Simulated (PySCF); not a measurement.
## PbI: from constants to spectrum

UHF-CCSD(T) constants of PbI, ²Π (doublet), unpaired electrons π ↑ (basis Pb def2-SVP with ECP60, I def2-SVP with ECP28; scalar-relativistic core potentials; PySCF 2.14; masses 207.9766 and 126.9045 u):

```
ωe           : 163.7 cm⁻¹
ωexe         : 0.273 cm⁻¹
Be           : 0.026306 cm⁻¹
αe           : 6.03e-05 cm⁻¹
De to Pb + I : 2.52 eV
```

What force constant and bond length do these constants imply?

Reduced mass μred = 78.814 u; k = 5.8918×10⁻⁷·μred·ωe² (u, cm⁻¹, mdyn/Å) = 1.24 mdyn/Å; Re = √(16.8576/(μred·Be)) (u, cm⁻¹, Å) = 2.851 Å.

Estimate the centrifugal constant D from the Kratzer relation and find the Dunham coefficient a1.

D = 4Be³/ωe² = 2.72e-09 cm⁻¹; a1 = −1 − αeωe/(6Be²) = -3.38.

Correlated steps freeze 8 core orbitals. Correlated levels converge slowly with the basis: in double zeta they bind strong bonds too weakly, by up to about 1 eV, and carry superposition errors of some tenths. These are scalar-relativistic numbers at best; spin–orbit coupling would shift them, the dissociation energy most. The state was picked by a PBE0 search and need not be the measured ground state.
